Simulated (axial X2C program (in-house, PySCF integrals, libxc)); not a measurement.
# Which molecule has these constants?

All values come from calculations with an in-house relativistic program for diatomic molecules, spin-free (one-electron X2C) or two-component (2c: spin–orbit coupling with atomic mean-field Coulomb and Gaunt terms, which also bring small scalar terms), in Dyall basis sets with cores contracted in-house; open shells are unrestricted.

A two-component PBE0 calculation in a Dyall 3-zeta basis gave Re = 2.527 Å, ωe = 241.2 cm⁻¹, dipole magnitude 1.25 D, Ω = 1/2.

**Question.** Which molecule is it?
A. MnI
B. AsI
C. GeI
D. ScI
E. CaI

**Answer.** C. The others have AsI 2.493 Å and 257.2 cm⁻¹ (Ω = 1); MnI 2.597 Å and 233.6 cm⁻¹ (Ω = 3); CaI 2.825 Å and 238.0 cm⁻¹ (Ω = 1/2); ScI 2.697 Å and 250.9 cm⁻¹ (Ω = 1).

Each entry is the lowest single determinant of a limited PBE0 search at one distance. De goes to single-determinant-based atoms at the same level (for ions the charge split of lowest energy) and is withheld (n/a) where an atom does not fit its ground term or J level. Main or longest-lived isotopes. One determinant is a doubtful description, or other states lie close, for AsI, MnI, ScI; these need not be ground states, and all values refer to the states named. Some open-shell Ω = 0 determinants are out of reach, so the Ω given for AsI, MnI need not be the lowest component. With several unpaired electrons the Ω given is that of one determinant, not necessarily of the lowest component. Some light 2c atoms are not at their ground J level, so De misses part of their lowering (0.04 eV or less). The functionals have no current term, which raises determinants with orbital currents.
